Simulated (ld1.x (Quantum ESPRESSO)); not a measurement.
Reading a pseudo-wave (Li)

Columns: radius, all-electron u(r) and pseudo u(r) of the 2s shell (level -5.34 eV) of lithium in the configuration [He] 2s0.5 2p0; PBE, scalar-relativistic, PAW scheme, ld1.x (Quantum ESPRESSO) 7.5.

| r (bohr) | all-electron | pseudo |
| --- | --- | --- |
| 0.262 | 0.2137 | -0.0871 |
| 0.525 | 0.1553 | -0.1718 |
| 0.788 | 0.0213 | -0.2515 |
| 1.050 | -0.1201 | -0.3238 |
| 1.312 | -0.2458 | -0.3872 |
| 1.575 | -0.3483 | -0.4410 |
| 1.838 | -0.4258 | -0.4841 |
| 2.100 | -0.4819 | -0.5164 |
| 2.363 | -0.5208 | -0.5383 |
| 2.625 | -0.5431 | -0.5501 |
| 2.888 | -0.5507 | -0.5524 |
| 3.150 | -0.5458 | -0.5459 |
| 3.412 | -0.5311 | -0.5311 |
| 3.675 | -0.5088 | -0.5088 |
| 3.938 | -0.4815 | -0.4815 |
| 4.200 | -0.4511 | -0.4511 |
| 4.462 | -0.4192 | -0.4192 |
| 4.725 | -0.3866 | -0.3866 |
| 4.988 | -0.3544 | -0.3544 |
| 5.250 | -0.3233 | -0.3233 |
| 5.512 | -0.2935 | -0.2935 |
| 5.775 | -0.2652 | -0.2652 |
| 6.038 | -0.2388 | -0.2388 |
| 6.300 | -0.2142 | -0.2142 |
| 6.562 | -0.1916 | -0.1916 |
| 6.825 | -0.1708 | -0.1708 |

(1) How many radial nodes do the two functions have?

(2) At about which radius was the pseudo-wave matched?

(3) Is the pseudo-wave norm-conserving?

Answers

(1) The all-electron 2s function has n − l − 1 = 1; the pseudo-wave has 0, since the states of the same l below it are removed with the core.

(2) 3.30 bohr, where the columns begin to agree (steps of 0.26 bohr).

(3) No, it belongs to a PAW set: the norm inside the radius is not constrained, and the difference is carried by the augmentation charge.
